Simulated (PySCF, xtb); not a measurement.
Si(F)2(OH)(OSiH3) (F₂H₄O₂Si₂), SMILES O[Si](F)(F)O[SiH3]. One conformer was computed; it need not be the lowest.

Harmonic wavenumbers (cm⁻¹) from GFN2-xTB (xtb 6.7.1) at its own minimum, in rising order: 20, 52, 62, 166, 204, 221, 260, 299, 307, 583, 601, 630, 747, 771, 776, 813, 857, 895, 1016, 1170, 2268, 2281, 2302, 3674.

Problem. What does PBE-D3(BJ)/def2-SVP run with PySCF give at its own minimum? (An estimate is asked for; the answer gives what the named calculation found.)

Solution. 31, 58, 65, 163, 245, 271, 323, 359, 372, 603, 699, 713, 766, 863, 914, 915, 940, 955, 977, 1103, 2177, 2183, 2205, 3781. Paired by order, the mean absolute difference is 62 cm⁻¹ and the zero-point energies are 30.0 and 31.0 kcal/mol.
